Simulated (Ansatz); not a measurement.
H3BN, SMILES `[BH-]N` (lower singlet) (charge -1, multiplicity 1). This singlet lies 1.18 eV below the relaxed triplet at the level frozen-core CCSD(T)/aug-cc-pVTZ // PBE0-D3(BJ)/def2-TZVPD (Ansatz, an electronic-structure program).

Level of theory: frozen-core fic-MRCISD+Q@CASSCF(2e,2o)/aug-cc-pVTZ // PBE0-D3(BJ)/def2-TZVPD (Ansatz).

Ansatz 0.2 input:
```yaml
crystal:
  periodic: [false, false, false]
  atoms:
    - { symbol: B, position_ang: [0.885299, -0.438925, 0.300924] }
    - { symbol: N, position_ang: [-0.466903, -0.096277, 0.01909] }
    - { symbol: H, position_ang: [1.596375, 0.471679, -0.142613] }
    - { symbol: H, position_ang: [-1.23239, -0.686215, 0.284822] }
    - { symbol: H, position_ang: [-0.782382, 0.749739, -0.462223] }
basis:
  gaussian: { orbitals: aug-cc-pVTZ }
correlation:
  method: fic_mrcisd_q
  active_space: { window: { electrons: 2, orbitals: 2 } }
total_charge: -1
```

Output:

```
Functional definition: HF
908 factors; integrals over basis functions are off by at most 9.4e-4 eV
mean field evaluation 1: about -2198.0680 eV, gradient 1.8e1 eV
mean field evaluation 2: about -2198.0682 eV, gradient 1.8e1 eV
mean field evaluation 4: about -2199.4703 eV, gradient 3.0e0 eV
mean field evaluation 8: about -2199.5218 eV, gradient 1.5e-1 eV
mean field -2199.52292947 eV, -80.8309767677 hartree, gradient 2.3e-6 eV, S^2 0.000000; 0 other end points of the search recorded, 0 dependent functions left out; unrestricted orbitals would lower it
reference -2199.52292947 eV, -80.8309767677 hartree; 8, 8 occupied and 153, 153 virtual orbitals, 908 factors
state -2200.24298389 eV, -80.8574382798 hartree
contracted CI cycle   1: correlation 0.00000000 eV, 0.0000000000 hartree, residual 3.18e1 eV
contracted CI cycle   2: correlation -8.20590911 eV, -0.3015615977 hartree, residual 4.47e0 eV
contracted CI cycle   3: correlation -8.42313449 eV, -0.3095444831 hartree, residual 1.05e0 eV
contracted CI cycle   4: correlation -8.43656539 eV, -0.3100380594 hartree, residual 2.90e-1 eV
contracted CI cycle   5: correlation -8.43773411 eV, -0.3100810091 hartree, residual 9.60e-2 eV
contracted CI cycle   6: correlation -8.43784853 eV, -0.3100852142 hartree, residual 2.90e-2 eV
contracted CI cycle   7: correlation -8.43785878 eV, -0.3100855909 hartree, residual 8.06e-3 eV
contracted CI cycle   8: correlation -8.43785958 eV, -0.3100856202 hartree, residual 2.31e-3 eV
contracted CI cycle   9: correlation -8.43785965 eV, -0.3100856227 hartree, residual 6.57e-4 eV
contracted CI cycle  10: correlation -8.43785965 eV, -0.3100856229 hartree, residual 1.98e-4 eV
state -2200.24298389 eV, -80.8574382798 hartree; corrected -2209.54950189 eV, -81.1994465080 hartree
Total energy: -2209.54950189 eV, -81.1994465080 hartree
```
